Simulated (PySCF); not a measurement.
Input of a run (PBE0-D3(BJ)/def2-SVP geometry optimisation, gas phase (PySCF 2.14.0)), started from GFN2-xTB:
```
{"job": {"xc": "PBE0", "basis": "def2-SVP", "d3": "d3bj", "grid": 1, "maxiter": 30, "shake": 0.01, "kind": "geom"}, "charge": 0, "multiplicity": 1}
N      2.827430    -0.876530    -0.641000
C      2.247520    -0.788450     0.358200
Se     1.336220    -0.635580     1.900640
Si    -0.412660     0.412280     0.779590
N      0.294530     1.851670     0.213260
Si    -1.351470    -1.059380    -0.792020
H     -1.234140     0.805060     1.949070
H      1.267550     1.837540    -0.106160
H     -0.234120     2.539020    -0.283050
H     -2.447160    -0.378470    -1.468830
H     -1.902320    -2.264930    -0.138830
H     -0.351690    -1.470510    -1.779890
```

Output (energies in Eh, forces in Eh/bohr):
```
step   0  E = -3130.49013799  max force = 0.022659
step   1  E = -3130.49486559  max force = 0.004497
step   2  E = -3130.49521660  max force = 0.001778
step   3  E = -3130.49526031  max force = 0.002643
step   4  E = -3130.49533937  max force = 0.001471
step   5  E = -3130.49543514  max force = 0.001387
step   6  E = -3130.49570106  max force = 0.004271
step   7  E = -3130.49589483  max force = 0.004555
step   8  E = -3130.49668409  max force = 0.005137
step   9  E = -3130.49730027  max force = 0.004415
step  10  E = -3130.49811993  max force = 0.007452
step  11  E = -3130.49888665  max force = 0.005646
step  12  E = -3130.49967506  max force = 0.006073
step  13  E = -3130.50039612  max force = 0.004265
step  14  E = -3130.50091225  max force = 0.004451
step  15  E = -3130.50111496  max force = 0.006123
step  16  E = -3130.50136683  max force = 0.004923
step  17  E = -3130.50174639  max force = 0.002025
step  18  E = -3130.50185001  max force = 0.001061
step  19  E = -3130.50189732  max force = 0.000716
step  20  E = -3130.50195344  max force = 0.000914
step  21  E = -3130.50196204  max force = 0.000793
step  22  E = -3130.50197349  max force = 0.000870
step  23  E = -3130.50197554  max force = 0.000680
step  24  E = -3130.50198365  max force = 0.000645
step  25  E = -3130.50198845  max force = 0.000423
optimisation converged
```

Problem. Summarise the run.

Solution. The energy falls by 0.322 eV over 26 energy and gradient evaluations, the largest force component goes from 0.0227 to 4.2e-04 Eh/bohr, and the atoms move by 0.441 Å rms after alignment. Among the bonds, Se3–Si4 and Si6–H10 change most and about equally (+0.038 to +0.039 Å). Bonds longer at the end by more than 0.005 Å: 8 of 11; shorter: 2. Among the angles that change most is Se3–Si4–N5, from 103.2° to 114.4°. Among the dihedrals that turn most is H7–Si4–N5–H9, from -74° to 46°. The energy never rose by more than 1e-6 Eh on the way. The first step brought 40 % of the lowering.

Problem. What are the final bond lengths?

Solution. N1≡C2 1.163 Å, C2–Se3 1.831 Å, Se3–Si4 2.365 Å, Si4–N5 1.716 Å, Si4–Si6 2.340 Å, Si4–H7 1.492 Å, N5–H8 1.016 Å, N5–H9 1.015 Å, Si6–H10 1.495 Å, Si6–H11 1.493 Å, Si6–H12 1.492 Å. Numbering counts from 1 in the input's order; the species is `N#C[Se][Si@@H](N)[SiH3]`.

The run used 140 basis functions and 189 SCF cycles in all.

Not checked by PBE0-D3(BJ)/def2-SVP frequencies. The numbers are those of one conformer.
